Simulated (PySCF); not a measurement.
Isomers of C7H6N2S, one GFN2-xTB conformer each. Single-point energies are computed at PBE0/pcSseg-1 (PySCF, gas phase, no added dispersion term), electronic only.

Problem. Rank them by PBE0/pcSseg-1 energy, lowest first (kJ/mol).
A. `[N:1]#[C:2][c:3]1[cH:4][cH:5][cH:6][c:7]([SH:8])[c:9]1[NH2:10]` with C6–C7–S8–H -132°
B. `Cc1cccc2snnc12`
C. `[CH2:1]=[N:2][c:3]1[cH:4][s:5][c:6]2[cH:7][cH:8][nH:9][c:10]12` with C1–N2–C3–C4 -29°
D. `[CH:1]#[C:2][c:3]1[cH:4][n:5][n:6][cH:7][c:8]1[S:9][CH3:10]` with C7–C8–S9–C10 177°

Solution. A (0.0), B (44.8), C (93.9), D (315.5).

As drawn, the lowest has a C≡N group, an N–H bond and an S–H bond, which the highest lacks; the highest has a C≡C bond and an N–N linkage, which the lowest lacks. GFN2-xTB itself gives, in the same order: 83.5, 0.0, 51.7, 264.6. GFN2-xTB puts Cc1cccc2snnc12 lowest instead; measured from each level's own lowest isomer, the values differ by up to 83.5 kJ/mol (N#Cc1cccc(S)c1N: 83.5 against 0.0).

Problem. Which frontier levels, dipoles and rotational constants go with these structures?

Solution. 
```tsv
SMILES	HOMO (eV, PBE0/pcSseg-1)	LUMO (eV)	dipole (D)	A, B, C (MHz)
N#Cc1cccc(S)c1N	-6.66	-1.51	2.87	2049, 897.8, 626.1
Cc1cccc2snnc12	-7.15	-1.83	3.55	2085, 1167, 751.7
C=Nc1csc2cc[nH]c12	-5.82	-1.29	1.75	1915, 1113, 707.8
C#Cc1cnncc1SC	-6.82	-2.01	5.63	1702, 1096, 669.8
```
